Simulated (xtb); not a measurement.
Cl3Ge (SMILES [Cl][Ge]([Cl])[Cl]), doublet, from a rough starting geometry.

Here is a job for xtb.
```
$ xtb mol.xyz --gfn 2 --uhf 1 --opt vtight --json

# file mol.xyz
4

Cl    -1.47843066    -1.41403319    -0.14293365
Ge    -0.02885958     0.00884619     0.66203835
Cl    -0.42589705     1.98000119    -0.25079996
Cl     1.89634793    -0.58728687    -0.18872279
```

Task: What does this run give for the dipole moment, total energy at the end of the optimisation?

Result: 
- dipole moment = 1.33 D
- total energy at the end of the optimisation = -15.7149 Eh
